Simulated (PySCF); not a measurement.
Distorted geometries of Lu(SH)3

Lu(SH)3 (singlet in the valence; each metal's 4f electrons, 14 of them, lie in its core potential, out of spins and levels). PySCF 2.14.0, RKS PBE0, Lu lcecp-1-SVP with ECP60, S def2-SVP, H def2-SVP; non-relativistic Hamiltonian with scalar-relativistic core potentials where named; density fitting; no spin-orbit coupling. Relaxed geometry:

```xyz
7

Lu    0.0000    0.0000    0.8438
S     2.4847   -0.4378    0.8538
H     2.8028    0.8786    0.9048
S    -0.8632    2.3707    0.8538
H    -2.1623    1.9880    0.9048
S    -1.6215   -1.9329    0.8538
H    -0.6405   -2.8666    0.9048
```

Task: Order these distorted geometries by energy above the relaxed one, lowest first.
A.
```xyz
7

Lu   -0.0162    0.0483    0.8309
S     2.5107   -0.4549    0.8202
H     2.8092    0.8493    0.9064
S    -0.8785    2.3824    0.8597
H    -2.1712    2.0048    0.9291
S    -1.6106   -1.9905    0.8701
H    -0.6434   -2.8394    0.9034
```
B.
```xyz
7

Lu    0.0332    0.0005    0.8318
S     2.5021   -0.4268    0.8846
H     2.8341    0.8771    0.8854
S    -0.9296    2.3531    0.8860
H    -2.1191    2.0368    0.9112
S    -1.6168   -1.9619    0.8369
H    -0.7040   -2.8789    0.8839
```
C.
```xyz
7

Lu   -0.0816   -0.0483    0.8430
S     2.5093   -0.4913    0.8853
H     2.6930    0.9812    0.8786
S    -0.7982    2.4445    0.9021
H    -2.1665    1.9633    0.9066
S    -1.5501   -1.9378    0.8981
H    -0.6059   -2.9115    0.8062
```

Result: A (0.12 eV), B (0.32 eV), C (0.48 eV).

Task: Which forces (eV/Å) act in the one that lies 0.48 eV up?

Result: 
```
Lu   2.16  1.73  0.01
S   -0.69  2.49 -0.04
H   -0.28 -2.36  0.01
S   -1.76 -1.36 -0.01
H    1.73  0.73  0.00
S   -1.12 -1.39  0.02
H   -0.03  0.16  0.02
```
Forces carry noise of the integration grid, about 0.01 to 0.03 eV/Å.

An lcecp potential fixes the number of 4f electrons, so in runs with it no electron can move into or out of that shell.
